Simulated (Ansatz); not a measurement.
`CO[SiH](O)C=O` and `O=C[SiH](O)O` differ in one atom or group.

Ansatz, PBE0-D4/def2-TZVP geometries, multiplicity 1. Each molecule was computed in one conformer, which needn't be the lowest.

```
                                        property  `CO[SiH](O)C=O`
               LUMO energy (PBE/def2-TZVPP) / eV            -2.94
            HOMO–LUMO gap (PBE0/def2-TZVPP) / eV             5.48
  size of the dipole moment (PBE/def2-TZVPP) / D             1.94
             HOMO–LUMO gap (PBE/def2-TZVPP) / eV             2.81
           LUMO energy (ωB97M-V/def2-TZVPP) / eV             0.56
size of the dipole moment (B3LYP/def2-TZVPP) / D             2.19
```

Question: Give the same properties after the change, and the shifts. (An estimate is asked.)

Answer: The calculation gave: 
```tsv
property	`O=C[SiH](O)O`	shift
LUMO energy (PBE/def2-TZVPP) / eV	-3.06	-0.12
HOMO–LUMO gap (PBE0/def2-TZVPP) / eV	5.34	-0.14
size of the dipole moment (PBE/def2-TZVPP) / D	1.22	-0.72
HOMO–LUMO gap (PBE/def2-TZVPP) / eV	2.70	-0.11
LUMO energy (ωB97M-V/def2-TZVPP) / eV	0.36	-0.20
size of the dipole moment (B3LYP/def2-TZVPP) / D	1.28	-0.91
```

Dipoles are sizes alone; their direction can turn.

B3LYP here is the variant with VWN-RPA as its local correlation; programs differ in this.
